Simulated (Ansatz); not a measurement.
Reaction (hydrogenolysis of the Al–F bond): `B[O][Al]([OH])[F]` + H₂ → `B[O][AlH][OH]` + H–F

Gas-phase electronic energies from Ansatz, PBE0-D4/def2-TZVP geometries. CCSD(T)/CBS is the MP2 limit (def2-TZVPP, def2-QZVPP) plus CCSD(T) − MP2 in def2-TZVPP, frozen cores. This one scheme is used for every species. DFT in def2-TZVPP. One conformer a species, not always the lowest.

```json
{"species": "`B[O][Al]([OH])[F]`", "revPBE-D4 energy (Eh)": "-519.58756"}
{"species": "H₂", "revPBE-D4 energy (Eh)": "-1.17698"}
{"species": "`B[O][AlH][OH]`", "revPBE-D4 energy (Eh)": "-420.24963"}
{"species": "H–F", "revPBE-D4 energy (Eh)": "-100.45779"}
```

Question: Work out ΔE.

Answer: ΔE = (-420.24963) + (-100.45779) − (-519.58756) − (-1.17698) = 0.05712 Eh = +1.55 eV. CCSD(T)/CBS gives +1.62 eV.

Largest T1 diagnostic among the species: 0.014.

From r2SCAN to r2SCAN0 (25 % exact exchange), in def2-TZVPP and without D4, ΔE moves by −0.04 eV. Leaving LDA and LC-ωPBE aside and taking each functional with its dispersion term where it has one, the values, not all of them listed here, spread over 0.16 eV, from HSE06-D4 to r2SCAN-D4. LDA lies −0.03 eV from PBE without D4.
